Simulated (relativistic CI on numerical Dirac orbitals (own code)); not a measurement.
# A ladder of approximations for the levels of Co IV

Calculated with a relativistic CI code on KLI orbitals (one set per configuration, finite nucleus), adding one ingredient at a time: step 1, Dirac-Coulomb, each configuration alone; step 2, with Breit and QED terms; step 3, with configuration mixing; step 4, with scaled Slater integrals (0.85); step 5, with a P86 correlation estimate; step 6, tied to the ionisation limit. P86 is a density functional for the correlation energy, evaluated here for each configuration and added to its levels. Step 6 is semi-empirical: configurations made of the next ion and one excited electron move by 2128 cm⁻¹, so that their limit matches the tabulated ionisation energy, and those with a non-penetrating f or g electron also take the P86 value of the least penetrating other one.

Configurations in the expansion (outside the closed core [Ne] 3s2): 3p⁶3d⁶, 3p⁶3d⁵4s, 3p⁶3d⁵4p, 3p⁶3d⁵4d, 3p⁶3d⁵5s, 3p⁵3d⁷, 3p⁶3d⁵5p, 3p⁶3d⁵4f, 3p⁶3d⁵5d, 3p⁶3d⁴4s4p, 3p⁶3d⁵5f, 3p⁶3d⁴4s², 3p⁶3d³4s²4p, 3p⁶3d³4s²4d, 3p⁶3d³4s²5s, 3p⁶3d³4s²5p.

Computed minus measured energy above the ground level, in cm⁻¹, for 16 of the 41 excited levels that pair in every step (one J of a term; a digit in brackets numbers repeated terms):

```
Configuration   Term  J  Measured  Step 1  Step 2  Step 3  Step 4  Step 5  Step 6
       3p⁶3d⁶     5D  3       639      -8     -20     -29     -26     -26     -26
       3p⁶3d⁶  3P(2)  2     22883    5358    5450    5919    1656    1644    1641
       3p⁶3d⁶     3H  6     23680    2207    2074    2486   -1347   -1357   -1360
       3p⁶3d⁶  3F(2)  4     25396    4221    4230    4633     214     204     201
       3p⁶3d⁶     3G  5     29022    3707    3620    4022    -808    -818    -821
       3p⁶3d⁶     1I  6     35943    3111    2953    3485   -2252   -2265   -2269
       3p⁶3d⁶     3D  2     36348    6023    6032    6266      -3      -8     -10
       3p⁶3d⁶  1G(2)  4     36683    4602    4525    5137    -889    -904    -908
       3p⁶3d⁶  1S(2)  0     41442    6561    6588    7079      50      38      35
       3p⁶3d⁶  1D(2)  2     42342    9012    9006    9584    2022    2008    2004
       3p⁶3d⁶     1F  3     50630    8658    8646    9121     322     310     307
       3p⁶3d⁶  3F(1)  2     59749   10193   10214    9982    -364    -356    -355
     3p⁶3d⁵4s     7S  3     90554  -10700  -10433   -9695   -4250    1612    3735
     3p⁶3d⁵4s     5S  2    102774   -7606   -7335   -6935   -3762    2104    4227
     3p⁶3d⁵4s     5P  3    132729   -3282   -2941   -2331   -4373    1491    3614
     3p⁶3d⁵4s     5D  4    136363   -3032   -2795   -2319   -4843    1022    3144
```

Mean absolute errors in cm⁻¹, over all paired levels and for the configurations:

```tsv
Configuration, levels	Step 1	Step 2	Step 3	Step 4	Step 5	Step 6
all, 41	5654	5572	5601	1618	847	1365
3p⁶3d⁶, 31	6078	6061	6272	684	685	685
3p⁶3d⁵4s, 10	4342	4056	3518	4513	1351	3474
```

Measured levels: Sugar and Corliss, J. Phys. Chem. Ref. Data 10, 1097 (1981).

The mean absolute error is lowest at step 5 (847 cm⁻¹), and the largest single drop is from step 3 to 4 (5601 to 1618). Terms of the ground configuration are off by 6078 at first, 6272 with mixing and 684 after scaling, which stands in for the correlation that narrows term splittings. The Breit and QED terms change the top of the ground term (measured 1494) from 1495 to 1465. Mixing lowers the ground level by 745; relative to it the configurations that move most are 3p⁶3d⁵4s by +539. The P86 estimate moves 3p⁶3d⁵4s by +5864, and takes the mean absolute error of the excited configurations from 4513 to 1351. Step 6 takes that error from 1351 to 3474; it grows for 3p⁶3d⁵4s. The shift fits the limit, so it does little for low levels whose errors differ from those near the limit.
